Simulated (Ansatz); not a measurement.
Consider the formal exchange of groups at a Ge–Sb bond: `C#[C][GeH2][SbH2]` + `C#C` → `C#[C][GeH2][C]#C` + `[SbH3]`.

Gas-phase electronic energies from Ansatz, PBE0-D4/def2-TZVP geometries. CBS: MP2 limit from def2 TZ/QZ plus the TZ coupled-cluster correction, frozen cores. This one scheme is used for every species. DFT in def2-TZVPP. B3LYP here is the variant with VWN-RPA as its local correlation; programs differ in this. def2 core potentials past Kr. For Ge, Sb outer-core shells are correlated without core-valence functions, which leaves a few kJ/mol of doubt a bond. Scalar relativity is left out up to krypton.

`C#[C][GeH2][SbH2]`:

```xyz
9

C    -2.504    0.769    0.459
C    -1.304    0.656    0.493
Ge    0.583    0.429    0.469
Sb    1.172   -0.807   -1.765
H    -3.564    0.875    0.439
H     1.231    1.822    0.495
H     0.988   -0.355    1.726
H     0.633   -2.287   -1.105
H     2.764   -1.101   -1.213
```

`C#C`:

```xyz
4

C    -0.389   -0.369   -0.266
C     0.389    0.369    0.266
H    -1.081   -1.024   -0.740
H     1.081    1.024    0.740
```

`C#[C][GeH2][C]#C`:

Cartesian coordinates in Å:
```
C 1.958 0.623 -1.681
C 1.116 0.684 -0.822
Ge -0.203 0.804 0.536
C -1.067 -0.877 0.694
C -1.626 -1.938 0.805
H 2.703 0.566 -2.442
H 0.472 1.151 1.865
H -1.235 1.865 0.142
H -2.118 -2.879 0.902
```

`[SbH3]`:

```xyz
4

Sb   -0.633    0.315   -0.143
H    -0.109   -1.153   -0.841
H    -0.145   -0.201    1.410
H     0.887    1.040   -0.426
```

```tsv
level	ΔE (kJ/mol)
B3LYP-D4	40.4
revPBE	39.9
LC-ωPBE	31.3
HF/CBS(def2)	24.6
```

Task: What does CCSD(T)/CBS give? (Best estimate.)

Result: Ansatz gave: +39.0 kJ/mol. The listed levels differ from it by 1.4, 0.9, -7.7, -14.4 kJ/mol.

Task: What do rigid-rotor, harmonic-oscillator terms from PBE0-D4/def2-TZVP frequencies (298.15 K, 1 bar) make of the CCSD(T)/CBS value? (Estimate.)

Result: Computed: ΔZPE = -6.4 kJ/mol, ΔH = +31.7 kJ/mol, ΔS = -2 J/(mol·K), ΔG = +32.4 kJ/mol.

Largest T1 diagnostic among the species: 0.014.

Leaving LDA and LC-ωPBE aside and taking each functional with its dispersion term where it has one, the values, not all of them listed here, spread over 20.0 kJ/mol, from B97M-V to PBE-D4. In def2-TZVPP, CCSD(T) changes the Hartree–Fock value by +3.1 kJ/mol (the triples alone add +0.6 kJ/mol) and MP2 by +7.3 kJ/mol. At CCSD(T), def2-SVP lies −10.9 kJ/mol from the extrapolated value and def2-TZVPP −11.9 kJ/mol.
